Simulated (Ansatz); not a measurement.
System: IBr, net charge 0, singlet state. 
Structure (B3LYP-D3(BJ)/def2-TZVP (Ansatz, a first-principles code) minimum search):
```xyz
2

I      0.0000     0.0000    -0.9942
Br     0.0000     0.0000     1.5056
```

Parts of the frozen-core correlation energy in def2-TZVPPD (Ansatz, hartree). Frozen orbitals: 23; correlated occupied orbitals by spin: 7 and 7; virtual: 86 and 86. No spin-orbit coupling. Past Kr the def2 sets carry scalar-relativistic core potentials.

| term | value |
|---|---|
| reference (HF) | -2869.08285 |
| MP2 opposite-spin | (withheld) |
| MP2 same-spin | (withheld) |
| CCSD correlation | (withheld) |
| (T) | -0.01399 |
| T1 diagnostic | 0.009 |
| largest doubles amplitude | 0.096 |

Q: Complete the blanks.

A: 
- MP2 opposite-spin, value: -0.22607
- MP2 same-spin, value: -0.07233
- CCSD correlation, value: -0.32718
